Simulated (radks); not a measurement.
Results of a calculation; reference values are marked as such.
Q: The table gives one normalised radial function P(r) = r R(r) of Hg3.25+ in [Ar] 3d10 4s2 4p5.75 4d10 4f14 5s2 5p6 5d9 (r in bohr). Level of theory: scalar-relativistic Kohn-Sham, LDA (Slater exchange, Perdew-Wang correlation), spin-unpolarised, spherical densities, point nucleus (a radial shooting solver on a logarithmic mesh with Libxc functionals).

| r | P |
|---|---|
| 0.0007236 | 0.0000 |
| 0.001106 | 0.0000 |
| 0.001676 | 0.0000 |
| 0.002561 | 0.0001 |
| 0.003914 | 0.0004 |
| 0.00598 | 0.0011 |
| 0.009138 | 0.0035 |
| 0.01396 | 0.0102 |
| 0.02134 | 0.0286 |
| 0.03261 | 0.0731 |
| 0.04982 | 0.1610 |
| 0.07613 | 0.2788 |
| 0.1154 | 0.3121 |
| 0.1764 | 0.0705 |
| 0.2695 | -0.3681 |
| 0.4118 | -0.3942 |
| 0.6292 | 0.2721 |
| 0.9615 | 0.8975 |
| 1.469 | 0.8405 |
| 2.245 | 0.3975 |
| 3.431 | 0.0848 |

Which n and l does it have? It may be an empty orbital.

A: n = 5, l = 2: the number of nodes gives n - l - 1 = 2, the rise at small r (about r^(l+1), flatter next to the nucleus through relativity) gives l, and the extent must fit the shell. The curve is that of 5d. 5d: eigenvalue -46.823 eV, 2 radial nodes at r = 0.189, 0.545 bohr, <r> = 1.36 bohr, 90 % of the charge inside 2.06 bohr.
